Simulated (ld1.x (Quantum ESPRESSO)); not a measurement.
## What one change does to a pseudopotential (Te, ultrasoft)

* Element: Te (Z = 52)
* Generator: ld1.x (Quantum ESPRESSO) 7.5
* Type: ultrasoft
* Functional: PBE
* Relativity: scalar-relativistic
* Frozen core: [Kr] 4d10
* Valence charge: 6
* Reference configuration: 5s2 5p4
* Partial waves: 5s (bound): rcut 1.65, rcutus 1.75 bohr; 5s channel at 0.7 Ry: rcut 1.65, rcutus 1.75 bohr; 5p (bound): rcut 1.85, rcutus 2.05 bohr; 5p channel at 0.8 Ry: rcut 1.85, rcutus 2.05 bohr; 5d channel at 0.25 Ry: rcut 1.65, rcutus 1.95 bohr
* Local potential: all-electron potential smoothed inside 1.45 bohr (lloc = -1)
* Core correction: Bessel-smoothed model core inside 1.75 bohr
* Augmentation charge: PSQ, inside the norm-conserving radii

All-electron outer shells of the reference configuration (PBE, scalar-relativistic, ld1.x):

| shell | level (eV) | outermost node (bohr) | outermost maximum (bohr) |
| --- | --- | --- | --- |
| 4p | -114.41 | 0.38 | 0.74 |
| 4d | -41.65 | 0.36 | 0.81 |
| 5s | -15.11 | 0.91 | 1.80 |
| 5p | -5.95 | 1.00 | 2.17 |

Change: all radii but the core radius scaled by about 1.13 (s 1.98, p 2.32, d 2.22 bohr, rcut 1.88/2.10/1.88); local potential all-electron potential smoothed inside 1.64 bohr (lloc = -1).

Cutoffs: the cutoffs (Ry, on a coarse ladder) from which the occupation-weighted sum of valence levels, in a spherical-Bessel basis at the reference potential, stays within 10 and 1 mRy of its value at 400 Ry; they do not see the model core or the augmentation charge, which bear on the density cutoff. Errors are all-electron minus pseudo energies relative to the spin-unpolarised reference configuration.

**Question.** How do hardness, ghosts and transferability respond?

**Answer.** The potential gets softer (10 Ry and 25 Ry → 10 Ry and 15 Ry); the bound ghost in s disappears; of the 7 tests that both files solve, the error grows in 0 and shrinks in 2 by more than 15 % and 0.3 meV (median size 43.0 → 44.4 meV). A larger radius leaves more room for a smooth pseudo-wave, so fewer plane waves are needed.

```csv
quantity,base,changed
"cutoff, loose",10 Ry,10 Ry
"cutoff, tight",25 Ry,15 Ry
loose cutoff by channel (10 mRy a level),"s 8 Ry, p 6 Ry","s 6 Ry, p 6 Ry"
bound ghosts,s,none
"error for 5s2 5p3, meV [ΔE 9.73 eV]",-8.0,-7.8
"error for 5s2 5p2, meV [ΔE 27.65 eV]",-49,-44
"error for 5s2 5p1, meV [ΔE 54.55 eV]",-169,-142
"error for 5s0 5p6, meV [ΔE 18.70 eV]",-43,-46
"error for 5s1 5p4, meV [ΔE 19.57 eV]",-36,-35
"error for 5s2 5p0, meV [ΔE 91.03 eV]",-435,-335
"error for 5s2 5p4.3, meV [ΔE -1.47 eV]",+0.3,+0.3
lowest overlap eigenvalue by channel,"s 0.48, p 0.46, d 1.00","s 0.35, p 0.47, d 1.00"
```

 A true bound ghost makes a file unfit for plane-wave use even where its test errors are small: the radial tests pick states by their node count and pass the ghost by.
